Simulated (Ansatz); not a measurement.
`O[SiH2][SiH2][SeH]` + `C1=NC1` → `[SeH]C1=NC1` + `O[SiH2][SiH3]`  (formal exchange of groups at the Se–Si bond)

Program: Ansatz. Geometries: PBE0-D4/def2-TZVP. ΔE: electronic, gas phase. CBS: MP2 limit from def2 TZ/QZ plus the TZ coupled-cluster correction, frozen cores. DFT in def2-TZVPP. B3LYP here is the variant with VWN-RPA as its local correlation; programs differ in this. For Se outer-core shells are correlated without core-valence functions, which leaves a few kJ/mol of doubt a bond. Scalar relativity is left out up to krypton. One conformer a species, not always the lowest.

Q: Is it downhill or uphill in electronic energy at CCSD(T)/CBS, and by how much? (An estimate is asked.)

A: Computed: Uphill: ΔE = +0.93 eV.

Q: What do these levels give: PBE-D4, r2SCAN-D4, PBE0-D4, ωB97X-V, ωB97M-V, PBE0, B3LYP, SCS-MP2/def2-TZVPP, CCSD/def2-TZVPP, CCSD(T)/def2-TZVPP, SCS-MP2/def2-QZVPP, HF/CBS(def2)? (An estimate is asked.)

A: Ansatz gave: PBE-D4 0.81, r2SCAN-D4 0.83, PBE0-D4 0.88, ωB97X-V 0.87, ωB97M-V 0.91, PBE0 0.86, B3LYP 0.78, SCS-MP2/def2-TZVPP 0.82, CCSD/def2-TZVPP 0.86, CCSD(T)/def2-TZVPP 0.85, SCS-MP2/def2-QZVPP 0.86, HF/CBS(def2) 0.89 eV.

Largest T1 diagnostic among the species: 0.012.

In def2-TZVPP, CCSD(T) changes the Hartree–Fock value by −0.05 eV (the triples alone add −0.02 eV) and MP2 by −0.06 eV. The D4 term adds +0.05 eV with B3LYP and +0.03 eV with PBE0; it sums over pairs of atoms, weighted by their polarisabilities, and B3LYP, whose exchange is more repulsive, gets the larger term. From PBE to PBE0 (25 % exact exchange), in def2-TZVPP and without D4, ΔE moves by +0.07 eV.
